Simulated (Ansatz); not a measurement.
System: InO₂ (charge 0, doublet). It need not be the lowest isomer of its formula. SMILES: [In]([O])[O]
Geometry: optimised at B3LYP-D3(BJ)/def2-TZVP (Ansatz, an electronic-structure program).

Wanted: vertical electron affinity (to the singlet state of charge -1; a negative value means that the extra electron is unbound and the number depends on the basis; each state is the SCF solution reached for its spin; the UHF <S^2> is 1.03 for the doublet (pure: 0.75); for the singlet T1 is 0.031; for the doublet T1 is 0.069), in eV. Cores are frozen in the correlated levels unless marked. UHF or UKS for open shells. No spin-orbit coupling. The frozen core is the preceding noble-gas configuration, with the filled d and f shells of earlier blocks. Past Kr the def2 sets carry scalar-relativistic core potentials. Anions need diffuse functions: def2-D sets add few.  The program attaches cautions to a run behind BHLYP/def2-TZVPD: asymmetric forces. The program attaches cautions to a run behind CAM-B3LYP/def2-TZVPD: asymmetric forces. The program attaches cautions to a run behind wB97X-V/def2-TZVPD: asymmetric forces.

```tsv
level	program	vertical electron affinity (eV)
r2SCAN/def2-TZVPD	Ansatz	3.28
PBE0/def2-TZVPD	Ansatz	3.41
BHLYP/def2-TZVPD	Ansatz	3.23
CAM-B3LYP/def2-TZVPD	Ansatz	3.72
wB97X-V/def2-TZVPD	Ansatz	3.65
wB97X/def2-TZVPD	Ansatz	3.70
CCSD/def2-SVPD	Ansatz	3.51
CCSD(T)/def2-SVPD	Ansatz	3.65
CCSD(T)/def2-TZVPPD	Ansatz	3.67
```
